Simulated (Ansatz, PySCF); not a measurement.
Spin states of COW (SMILES [O+]#[C-]->[W]), each relaxed with B3LYP-D3(BJ)/def2-TZVP.
State 1 (charge 0, multiplicity 5):
```xyz
3

W     -1.07159    -0.85690    -0.97711
O      0.88958     0.75691     0.78638
C      0.14884     0.14736     0.12030
```
State 2 (charge 0, multiplicity 7):
```tsv
atom	x (Å)	y (Å)	z (Å)
W	-1.1226	-0.9906	-0.9894
O	0.9237	0.6036	0.8836
C	0.1657	0.4343	0.0354
```

```tsv
level	energy of the multiplicity-7 state less that of the multiplicity-5 state (eV)
SVWN5/def2-TZVPP	0.756
PBE/def2-TZVPP	0.544
PBE-D3(BJ)/def2-TZVPP	0.544
PBE-D4/def2-TZVPP	0.544
BLYP/def2-TZVPP	0.682
BLYP-D3(BJ)/def2-TZVPP	0.681
BLYP-D4/def2-TZVPP	0.681
r2SCAN/def2-TZVPP	0.236
r2SCAN-D3(BJ)/def2-TZVPP	0.236
r2SCAN-D4/def2-TZVPP	0.236
B97M-V/def2-TZVPP	0.186
r2SCANh/def2-TZVPP	0.196
B3LYP/def2-TZVPP	0.526
B3LYP-D3(BJ)/def2-TZVPP	0.526
B3LYP-D4/def2-TZVPP	0.526
PBE0/def2-TZVPP	0.345
PBE0-D3(BJ)/def2-TZVPP	0.345
PBE0-D4/def2-TZVPP	0.345
BHLYP/def2-TZVPP	0.333
BHLYP-D3(BJ)/def2-TZVPP	0.333
BHLYP-D4/def2-TZVPP	0.332
CAM-B3LYP/def2-TZVPP	0.446
CAM-B3LYP-D3(BJ)/def2-TZVPP	0.445
CAM-B3LYP-D4/def2-TZVPP	0.445
wB97X-V/def2-TZVPP	0.462
wB97M-V/def2-TZVPP	0.217
B2PLYP/def2-TZVPP	0.483
B2PLYP-D3(BJ)/def2-TZVPP	0.483
B2PLYP-D4/def2-TZVPP	0.483
```

The rows run from 0.186 (B97M-V/def2-TZVPP) to 0.756 eV (SVWN5/def2-TZVPP). The dispersion term adds 0.000 in PBE-D3(BJ), -0.001 in PBE-D4, -0.001 in BLYP-D3(BJ). The 13 functionals in def2-TZVPP without D3 or D4 span 0.570, from B97M-V to SVWN5.

Singlets are restricted, other states unrestricted; no spin–orbit coupling, no relativity up to Kr; see below for the cores. The largest T1 diagnostic is 0.049.

Correlated levels freeze the inner cores; with def2 sets outer-core shells near the valence are correlated too.

Doubts at one or more of the structures used: a spin-contaminated determinant (BHLYP/def2-TZVPP, BHLYP-D3(BJ)/def2-TZVPP, BHLYP-D4/def2-TZVPP, B2PLYP/def2-TZVPP, B2PLYP-D3(BJ)/def2-TZVPP, B2PLYP-D4/def2-TZVPP).

Programs: Ansatz (a quantum-chemistry and plane-wave program) with Gaussian orbitals; PySCF for the dispersion terms. Values without a source in brackets are computed. In def2 rows elements past Kr take small-core potentials, without spin–orbit coupling.
